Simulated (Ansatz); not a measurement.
`CNBF` + `BN` → `BNBNC` + H–F at 298.15 K and 1 bar (ligand exchange at a B–F bond).

Isolated molecules relaxed with PBE0-D4/def2-TZVP in Ansatz; ΔE leaves out vibrations. CCSD(T)/CBS adds triple-zeta CCSD(T) − MP2 to the extrapolated MP2 energy (def2 sets, frozen cores). This one scheme is used for every species. Each species was taken in one conformer, which may not be the lowest.

```tsv
species	CCSD(T)/CBS energy (Eh)	H − E (kJ/mol)	S (J/(mol·K))
`CNBF`	-220.44549	202.3	291.0
`BN`	-81.93499	137.2	228.1
`BNBNC`	-201.95888	304.3	326.3
H–F	-100.39570	33.5	173.6
```

H − E and S are ideal-gas, rigid-rotor, harmonic terms from PBE0-D4/def2-TZVP, for one conformer and one mirror image of each species. 1 Eh = 2625.50 kJ/mol, R = 8.31446 J/(mol·K).

By hand: ΔE, ΔH, ΔS and ΔG.

ΔE = (-201.95888) + (-100.39570) − (-220.44549) − (-81.93499) = 0.02590 Eh = 68.0 kJ/mol. Δ(H − E) = 304.3 + 33.5 − 202.3 − 137.2 = -1.7, so ΔH = 66.3 kJ/mol. ΔS = 326.3 + 173.6 − 291.0 − 228.1 = -19.2 J/(mol·K). ΔG = 66.3 − 298.15 × (-19.2)/1000 = 72.0 kJ/mol.

By hand: the equilibrium constant, and the temperature at which ΔG would vanish if ΔH and ΔS stayed fixed.

log₁₀ K = −ΔG/(RT ln 10) = -12.6. ΔH and −TΔS have one sign here, so there is no such temperature.

ΔH outweighs TΔS. A doubt of 5 kJ/mol in ΔE shifts log₁₀ K by 0.9 here. Other conformers and mirror images would add mixing entropy, several J/(mol·K) or more a flexible species. These are equilibria of isolated gas molecules and say nothing of rates. Largest T1 diagnostic: 0.013 (customary marks: 0.02 for closed shells, 0.045 for open ones).
